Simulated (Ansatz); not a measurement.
System: H$_{4}$SiNO, charge 0, doublet. H4SiNO (SMILES [NH][SiH2]O, doublet).
B3LYP-D3(BJ)/def2-TZVP minimum from Ansatz (a first-principles code):
```xyz
7

O      1.3037     0.3676    -0.5000
Si     0.0271    -0.1483     0.4110
N     -1.5470    -0.2031    -0.3214
H      1.4586     1.3105    -0.5924
H     -0.1403     0.7193     1.6031
H      0.3383    -1.5430     0.7855
H     -1.6370     0.0705    -1.3009
```
Charge 0, spin multiplicity 2.

Property: atomisation energy (electronic, to ground-state atoms), in kJ/mol. Radicals and triplets start from unrestricted determinants; spin-orbit coupling is neglected. CBS(X,Y): correlation extrapolated as X^-3, Hartree-Fock from the larger set. A bracket is a step between two methods taken in the basis named. The functionals are non-relativistic, so their misses hold any scalar relativity. Double hybrids freeze cores in their MP2 part. 'core' is core correlation in cc-pwCVTZ (1s frozen past Ne), 'X2C' scalar relativity in cc-pVTZ-DK, both at CCSD(T). For partners of very few electrons the exact lower level stands in for a higher one.

CCSD(T)/CBS(cc-pV(T+d)Z,cc-pV(Q+d)Z) + [CCSDT(Q) - CCSD(T)]/cc-pV(D+d)Z + core + X2C (Ansatz) gives 2276.8 kJ/mol.

How far off this value is PBE/def2-TZVPD (Ansatz), in which direction, and which of these levels come nearer: r2SCAN/def2-TZVPD, PBE0/def2-TZVPD, wB97M-V/def2-TZVPD, B2PLYP/def2-TZVPD, CCSD(T)/CBS(cc-pV(T+d)Z,cc-pV(Q+d)Z) + core + X2C?

PBE gives 2283.2 kJ/mol, 6.4 kJ/mol above it. Differences of the others: r2SCAN/def2-TZVPD (Ansatz) -10.5; PBE0/def2-TZVPD (Ansatz) -44.4; wB97M-V/def2-TZVPD (Ansatz) -1.3; B2PLYP/def2-TZVPD (Ansatz) -38.7; CCSD(T)/CBS(cc-pV(T+d)Z,cc-pV(Q+d)Z) + core + X2C (Ansatz) -3.1 kJ/mol. Nearer than PBE: wB97M-V/def2-TZVPD, CCSD(T)/CBS(cc-pV(T+d)Z,cc-pV(Q+d)Z) + core + X2C.
